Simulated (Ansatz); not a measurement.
GaF+, multiplicity 2 (lowest of 2S+1 = 2, 4 at CCSD(T)/def2-TZVPP on PBE0 minima; our sources give no spin for the ground state, which may be another), most abundant isotopes (18.9984 and 68.9256 u). Constants from fifth-degree fits in 1/R to seven points on the lowest solution found; no spin–orbit coupling, no relativity up to Kr; ω_e x_e and α_e move by some per cent with the fit.

Correlated levels freeze the inner cores; with def2 sets outer-core shells near the valence are correlated too. CBS(a, b) extrapolates the correlation energy as X⁻³ and adds the Hartree–Fock energy of set b.

The values were computed with Ansatz (a program for electronic structure) with Gaussian orbitals. Each number belongs to the level named beside it.

```csv
level,r_e (Å),ω_e (cm⁻¹),ω_e x_e (cm⁻¹),α_e (cm⁻¹)
PBE/def2-TZVPP,1.7337,663.4,5.35,0.00345
"CCSD(T)/CBS(def2-TZVPP, def2-QZVPP)",1.6848,763.9,5.13,0.00316
```

### Question
Derive the rotational constants, the centrifugal constant, the fundamental, the zero-point energy and the force constant.

### Answer

μ = 14.89327 u.
- PBE/def2-TZVPP: B_e = 16.8576/(μ r_e²) = 0.37658 cm⁻¹; B₀ = B_e − α_e/2 = 0.37486 cm⁻¹; D = 4B_e³/ω_e² = 4.85e-07 cm⁻¹; fundamental ω_e − 2ω_e x_e = 653 cm⁻¹; zero-point energy ω_e/2 − ω_e x_e/4 = 330 cm⁻¹; k = μ(2πcω_e)² = 386 N/m
- CCSD(T)/CBS(def2-TZVPP, def2-QZVPP): B_e = 16.8576/(μ r_e²) = 0.39877 cm⁻¹; B₀ = B_e − α_e/2 = 0.39719 cm⁻¹; D = 4B_e³/ω_e² = 4.35e-07 cm⁻¹; fundamental ω_e − 2ω_e x_e = 754 cm⁻¹; zero-point energy ω_e/2 − ω_e x_e/4 = 381 cm⁻¹; k = μ(2πcω_e)² = 512 N/m
